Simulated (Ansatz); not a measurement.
Correlation energies of GeH$_{5}$N (`[NH2][GeH3]`) by basis set

Z-matrix (Å, degrees):
```
Ge
N 1 1.843
H 1 1.536 2 106.9
H 1 1.548 2 114.5 3 -120.5
H 1 1.536 2 106.8 3 119.0
H 2 1.011 1 113.7 3 59.1
H 2 1.011 1 113.6 3 -176.9
```

The species carries charge 0 and has multiplicity 1. Correlated methods include outer-core shells of Ge, which these sets cover unevenly. Scalar relativity is left out up to krypton. All single points use the PBE0-D4/def2-TZVP geometry. Frozen core, restricted reference, the Gaussian-basis code of Ansatz.

```
     basis      HF (Eh)  MP2 corr.  CCSD corr.       (T)  CCSD(T) total
  def2-SVP            ?   -0.41563    -0.43734         ?              ?
def2-TZVPP            ?          ?    -0.50988  -0.01733              ?
def2-QZVPP  -2132.79882   -0.76818           –         –              –
```

**Question.** Fill in the withheld values. (Estimate.)

**Answer.** Ansatz gave: def2-SVP HF (Eh): -2132.41740; def2-SVP (T): -0.01107; def2-SVP CCSD(T) total: -2132.86581; def2-TZVPP HF (Eh): -2132.75334; def2-TZVPP MP2 corr.: -0.48868; def2-TZVPP CCSD(T) total: -2133.28055.
